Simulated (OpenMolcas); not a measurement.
Ne2+: effect of the active space

* Program: OpenMolcas 26.06
* Method: CASSCF
* Basis: ANO-RCC-MB
* Scalar Hamiltonian: DKH2, point nucleus
* Spin-orbit coupling: RASSI with atomic mean-field integrals over the reference wave functions, term energies averaged over their components

A. 4 electrons in 3 orbitals (2p); 2S+1 = 3 even, 3 roots; 2S+1 = 1 even, 6 roots; cost about 2.7 core-seconds
B. 6 electrons in 4 orbitals (2s 2p); 2S+1 = 3 even, 3 roots; 2S+1 = 1 even, 6 roots; 2S+1 = 3 odd, 3 roots; 2S+1 = 1 odd, 3 roots; cost about 10 core-seconds

Energies in cm⁻¹ above 2s² 2p⁴ ³P₂, the measured ground level; measured values from Moore, Atomic Energy Levels, vol. I, NSRDS-NBS 35 (1971 reprint of NBS Circular 467, 1949).

```json
{"Level": "2s² 2p⁴ ³P₂", "A": "0.0", "B": "0.0", "Measured": "0.0"}
{"Level": "2s² 2p⁴ ³P₁", "A": "475", "B": "475", "Measured": "650"}
{"Level": "2s² 2p⁴ ³P₀", "A": "702", "B": "700", "Measured": "927"}
{"Level": "2s² 2p⁴ ¹D₂", "A": "23522", "B": "23522", "Measured": "25841"}
{"Level": "2s² 2p⁴ ¹S₀", "A": "58442", "B": "45235", "Measured": "55747"}
```

Deviations, from unrounded energies. A percentage is the sum of absolute deviations over the sum of measured energies, with the sign that they share, or ± where signs differ.

```csv
Against measurement,Levels,A,B
mean absolute deviation (cm-1),4,1400,3300
fine structure of the ground term (%),2,-25.4,-25.5
other terms of the ground configuration (%),2,±6.1,-15.7
```

A lies closest to measurement on these levels. The largest miss of A in the table is 2s² 2p⁴ ¹S₀, by +2700 cm-1. The ranking rests on the paired levels alone, and a cruder setting can come out closer through cancelling errors.

Between A and B the level of the table that moves most is 2s² 2p⁴ ¹S₀, by 13000 cm-1 (lowest in B, highest in A).

With the s shell closed, the reference lacks s² → p² mixing (holds for A). Computed and measured levels are paired by configuration, term and J; levels that our copy of the source lacks, or whose pairing is in doubt (as where it misses far off the trend of its configuration), stay unpaired and out of the deviations. Levels of configurations outside the active space are missing. Levels that lie high or do not pair safely by name in every column are left out.
